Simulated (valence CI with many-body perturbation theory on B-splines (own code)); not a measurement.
# Questions on Hf41+

Computed by valence CI with perturbative core correlation (CI+MBPT): three valence electrons over a frozen Dirac-Fock core [Ar] 3d10, radial functions for each j: 11 s, 11 p, 9 d, 7 f, 5 g, 2 h, 1 i, with the one-electron correlation potential Σ1 (screened to all orders), the two-electron term Σ2, the three-electron term Σ3, Breit, model QED; selected single and double excitations, second order for the rest (own B-spline code, finite nucleus).

The last digits are not significant, and no measured levels were compared; by estimate large intervals hold to a few tenths of a per cent, small ones and those within an open d or f shell to about a per cent.

Levels are named by their leading jj configuration (3d3/2^4 stands for four electrons in 3d with j = 3/2), which in mixed levels can hold well under half, so a name can repeat and another be missing.

Rates and lifetimes use the calculated energies. Strong lines usually hold to 10 to 20 %, long lifetimes can be off by a factor of two.

Q: What is the ground level?

A: (4s^2 4p1/2) J=1/2, composition 99 % 4s2 4p 2P°, g = 0.660.

Q: Where does the other parity begin?

A: At (4s 4p1/2^2) J=1/2, 739.42 × 10³ cm⁻¹.

Q: What is the ionisation energy?

A: 2022.9 eV; NIST lists 2022 ± 4 eV (theoretical).

Q: What are the static dipole polarisabilities of the lowest levels?

A: (4s^2 4p1/2) J=1/2 0.0371 bohr³, of which the core gives 0.00241.

Q: How well does LS coupling describe the low levels?

A: Among the lowest 20 levels the leading LS term, summed over configurations, holds 66 % on average. For single configurations the figures are 63 % in LS and 90 % in jj coupling. Terms mix most in the J = 5/2 level at 2708.8 × 10³ cm⁻¹, where the leading one holds 35 %.
